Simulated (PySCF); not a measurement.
Trends in electronic spectra. The calculation used TDDFT CAM-B3LYP/def2-SVPD, vertical, gas phase, core orbitals frozen in the response in PySCF. Geometries: PBE0-D3(BJ)/def2-SVP; one conformer of each isolated species. Triplets are in the Tamm–Dancoff approximation. Relativistic effects are left out although some hold elements past zinc.

Question: Rank by computed lowest singlet excitation energy, lowest first.
A. `c1cc(-c2ccsc2)ccn1`
B. `CS[Si@@H]([SiH3])O[SiH3]`
C. `O=c1c(Br)c1C(F)(F)F`
D. `[SiH3]N[C@@H]1CBCCC1`

Answer: C (4.51 eV), A (4.92 eV), D (5.55 eV), B (5.74 eV).

```
                  SMILES  S1 (eV)  T1 (eV)  gap (eV)  first f ≥ 0.01 (nm)  HOMO (eV)    S1 mainly
     O=c1c(Br)c1C(F)(F)F     4.51        –      8.33                  195      -9.36    H→L (98%)
      c1cc(-c2ccsc2)ccn1     4.92     3.45      7.69                  244      -8.09  H-2→L (59%)
    [SiH3]N[C@@H]1CBCCC1     5.55     5.27      8.29                  178      -8.03    H→L (74%)
CS[Si@@H]([SiH3])O[SiH3]     5.74     5.32      9.01                  198      -8.48    H→L (40%)
```

H and L stand for HOMO and LUMO; a dash means that no computed state gives the value.

Mean S1 by what the SMILES shows (count): single bonds only 5.65 eV (2); an aromatic ring 4.72 eV (2).
